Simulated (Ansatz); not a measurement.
A structure relaxed at r2SCAN-D4/def2-SVP in Ansatz, charge 0, singlet:

```xyz
4

Cr    0.771   -0.670   -0.108
Cr   -0.168    0.943    0.371
B    -0.607   -0.694    1.147
B     0.004    0.420   -1.410
```

(1) Give its formula and point group.

(2) Summarise the bond lengths by kind (pairs closer than 1.2 times the sum of covalent radii, bridged metal pairs left out).

## Answers

(1) Cr2B2. Point group C2v (tolerance 0.1 Å).

(2) 4 × B–Cr 1.86 Å; 1 × Cr–Cr 1.93 Å.

The restricted singlet is unstable towards broken spin symmetry in Hartree–Fock (as tested in another run); at r2SCAN-D4/def2-SVP this wasn't settled. Another isomer (triplet) lies 4.30 eV lower at PBE0-D4/def2-TZVP; other spin states weren't run for this one.
